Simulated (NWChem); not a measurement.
Species: C2HBF2O; SMILES FB1OC=C1F

```xyz
7

F      1.0474    -1.7721     0.0000
B      0.1941    -0.7732     0.0000
O     -1.2042    -0.8723     0.0000
C     -1.1886     0.5907     0.0000
C      0.1422     0.8123     0.0000
F      0.8862     1.9103     0.0000
H     -2.1454     1.1328     0.0000
```
Atoms are numbered in this order, from 1.

All runs use the structure optimised with PBE-D3(BJ)/def2-SVP.

 Unshifted, non-relativistic core excitations; the lowest 4 roots alone, so stronger bands may lie above.

Task: List the first B K-edge excitations from BHandHLYP/6-311G** (spherical d), restricted-window TDA (NWChem).

Result: 
```
state  energy (eV)  dipole oscillator strength           leading excitation (squared amplitude)
-----  -----------  --------------------------  -----------------------------------------------
S1           189.3                      0.0864    1s of atom 2 or its equivalents → LUMO (0.81)
S2           194.4                      0.0100  1s of atom 2 or its equivalents → LUMO+3 (0.39)
S3           194.7                      0.0219  1s of atom 2 or its equivalents → LUMO+4 (0.77)
S4           195.2                      0.0080  1s of atom 2 or its equivalents → LUMO+2 (0.49)
```
